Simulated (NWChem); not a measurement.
System: CF₂, singlet; SMILES F[C]F

All runs: NWChem. Low-valent species are run as closed-shell singlets; no triplet was tried in these runs. Each level has its own optimisation; frequencies are unscaled.

| level | basis functions | r C–F (Å) | highest harmonic frequency (cm⁻¹) | lowest (cm⁻¹) | zero-point energy (kcal/mol) | dipole (D) | relative time |
|---|---|---|---|---|---|---|---|
| PBE0/3-21G | 27 | 1.344 | 1212 | 612 | 4.3 | 0.50 | 1 |
| PBE0/pcseg-1 | 42 | 1.303 | 1264 | 677 | 4.4 | 0.56 | 2 |
| PBE0/aug-pcseg-1 | 69 | 1.303 | 1243 | 672 | 4.4 | 0.60 | 7 |
| PBE0/pcseg-2 | 90 | 1.296 | 1260 | 682 | 4.4 | 0.66 | 10 |
| PBE0/def2-TZVPP | 93 | 1.296 | 1262 | 683 | 4.4 | 0.69 | 10 |

Relative times are rough (shared machine, one core).
